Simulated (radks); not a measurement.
Problem. The mean radii <r> (bohr) of the occupied orbitals of an atom or ion are listed with their occupations. All-electron calculation, Dirac Kohn-Sham, PBEsol, spin-unpolarised, spherical densities, finite nucleus; Fermi nuclear charge, rms radius of each element as measured or else 0.836 A^(1/3) + 0.57 fm. Program: a radial shooting solver on a logarithmic mesh with Libxc functionals.

| orbital | occ. | <r> |
|---|---|---|
| 1s1/2 | 2 | 0.03112 |
| 2s1/2 | 2 | 0.1346 |
| 2p1/2 | 2 | 0.1141 |
| 2p3/2 | 4 | 0.1192 |
| 3s1/2 | 2 | 0.3685 |
| 3p1/2 | 2 | 0.3602 |
| 3p3/2 | 4 | 0.3711 |
| 3d3/2 | 4 | 0.3438 |
| 3d5/2 | 6 | 0.3473 |
| 4s1/2 | 2 | 0.9058 |
| 4p1/2 | 2 | 0.9670 |
| 4p3/2 | 4 | 0.9963 |
| 4d3/2 | 4 | 1.241 |
| 4d5/2 | 4 | 1.254 |

Name the element and its charge. Open shells, if any, fill j = l - 1/2 first.

Solution. Z = 47, silver, charge +3: Ag3+ in [Kr] 4d8. The 1s radius gives Z: for a bare nucleus <r> = (2 gamma + 1)/(2Z) with gamma = sqrt(1 - (Z/c)^2), 0.03062 bohr for Z = 47, and screening makes it slightly larger (0.03112 here). The occupations add up to 44, and the charge is Z minus that.
